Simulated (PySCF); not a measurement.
## A survey of ³³S NMR shifts

[PySCF 2.14.0 with density-fitted response routines: coordinates at the GFN2-xTB level; σ from GIAO-PBE0/pcSseg-1; one conformer; no relativistic terms; rapidly exchanging positions averaged; gas phase]

Shieldings were converted by a linear fit to measured shifts: ³³S (scatter 33.3 ppm rms vs sulfate, solution or neat liquid). Occasional misses reach two or three times the rms, and more in compound classes unlike the fitted ones.

Question: Give the ³³S shifts of `CCc1csc(Cl)p1`, `C[C@@H](F)C(=C=S)C(F)(F)F`, `F[C@H]1CSC=C1C(F)(F)F`.

Answer: 
| compound | environment | δ (ppm) |
| --- | --- | --- |
| CCc1csc(Cl)p1 | aromatic ring sulfur | 9 |
| C[C@@H](F)C(=C=S)C(F)(F)F | thione sulfur | 104 |
| F[C@H]1CSC=C1C(F)(F)F | sulfide sulfur | -237 |

Question: Order these by ³³S shift, lowest first.
A. FCCC(=C=S)C(F)(F)F
B. CCc1csc(Cl)p1
C. F[C@H]1CC=C(C(F)(F)F)S1
D. FCSCC#CC(F)(F)F

Answer: D (-226 ppm, sulfide sulfur), C (-164 ppm, sulfide sulfur), B (9 ppm, aromatic ring sulfur), A (111 ppm, thione sulfur).
